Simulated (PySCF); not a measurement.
Spin states and ions at one geometry of [TaF4]+

PySCF 2.14.0, RKS B3LYP, Ta def2-SVP with ECP60, F def2-SVP; non-relativistic Hamiltonian with scalar-relativistic core potentials where named; density fitting; no spin-orbit coupling; singlets restricted, open shells unrestricted. The geometry is relaxed for charge +1, singlet, vacuum:

```xyz
5

Ta    0.0000    0.0000    0.0000
F     1.0511    1.0511    1.0511
F    -1.0511   -1.0511    1.0511
F     1.0511   -1.0511   -1.0511
F    -1.0511    1.0511   -1.0511
```

Energies count from the relaxed state; an electron taken off or put on is at rest in vacuum. Charges and spins are Mulliken's.

Order these states by energy, lowest first.
A. charge +2, doublet, vacuum
B. charge +1, singlet, vacuum
C. charge +1, triplet, vacuum
D. charge 0, doublet, vacuum

D (-6.74 eV), B (0.00 eV), C (7.73 eV), A (22.03 eV).

How do charge and spin on the first atom follow?


| state | spin squared | charge on Ta1 (e) | spin on Ta1 (e) | dipole about the centre of mass (D) |
| --- | --- | --- | --- | --- |
| charge +1, singlet, vacuum | 0.00 | 1.73 | 0.00 | 0.00 |
| charge +1, triplet, vacuum | 2.01 | 1.46 | 0.81 | 0.00 |
| charge +2, doublet, vacuum | 0.77 | 1.93 | -0.16 | 0.04 |
| charge 0, doublet, vacuum | 0.75 | 1.25 | 0.90 | 0.00 |

With an electron taken off (doublet) the charges change, summed by element, by Ta +0.20 e, F +0.80 e. The vertical ionisation energy is 22.03 eV, against −ε(HOMO) = 19.28 eV of the relaxed state. The level lies 2.7 eV too high, as is usual for semilocal functionals and global hybrids, which keep a self-interaction error.

With an electron put on (doublet) the charges change, summed by element, by Ta -0.48 e, F -0.52 e. The vertical electron affinity is 6.74 eV, against −ε(LUMO) = 9.77 eV of the relaxed state.

Open shells may have lower solutions than those found. Hard to converge, so the more doubtful: charge +2, doublet, vacuum.
